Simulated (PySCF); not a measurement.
Which determinant of CBr lies lowest?

Unrestricted PBE0; PySCF, scalar-relativistic core potentials, basis sets C cc-pVTZ, Br cc-pVTZ-PP with ECP10. Outer shells of the fragments: C 2s2 2p2; Br 3d10 4s2 4p5.

Followed along the bond (rough minima from three points):

| 2Ms+1 | unpaired | ⟨S²⟩ at the start | R at minimum (Å) | Te (eV) |
| --- | --- | --- | --- | --- |
| 2 | π ↑ | 0.76 | 1.82 | 0.00 |
| 4 | σ ↑, π ↑↑ | 3.76 | 1.82 | 1.99 |

Solutions found at the starting distance of 1.825 Å, counted from the lowest of them; the search is not exhaustive and high or unbound solutions are not listed, so other states can lie among these:

```tsv
2Ms+1	unpaired	term	E (eV)	⟨S²⟩	⟨Lz²⟩	μ (D)
2	π ↑	²Π	0.00	0.76	1.01	1.50
4	σ ↑, π ↑↑	⁴Σ⁻	1.99	3.76	0.00	0.45
2	σ ↑, π ↑↓	mixed	3.16	1.76	2.01	1.02
2	σ ↓, π ↑↑	mixed	3.38	1.77	0.00	1.31
4	π ↑↑↑	⁴Π	4.22	3.76	1.01	3.91
2	σ ↑	mixed	4.39	0.76	2.00	1.34
2	π ↑↑↓	mixed	4.63	1.76	3.02	3.88
4	σ ↑↑, π ↑	⁴Π	6.48	3.78	1.01	-0.89
4	σ ↑, π ↑↑	mixed	7.66	3.76	2.01	1.92
4	σ ↑, π ↑↑	mixed	8.02	3.76	2.02	1.74
2	π ↑	²Π	8.98	0.80	1.01	1.16
```

A term symbol is given only where ⟨S²⟩ and ⟨Lz²⟩ are close to those of a pure state; real π, δ and φ orbitals otherwise mix terms. A positive dipole means C(−)Br(+).

Spin–orbit coupling is left out. Counting both spins, an empty level lies below a filled one in some of these solutions, because spin and occupation are held.
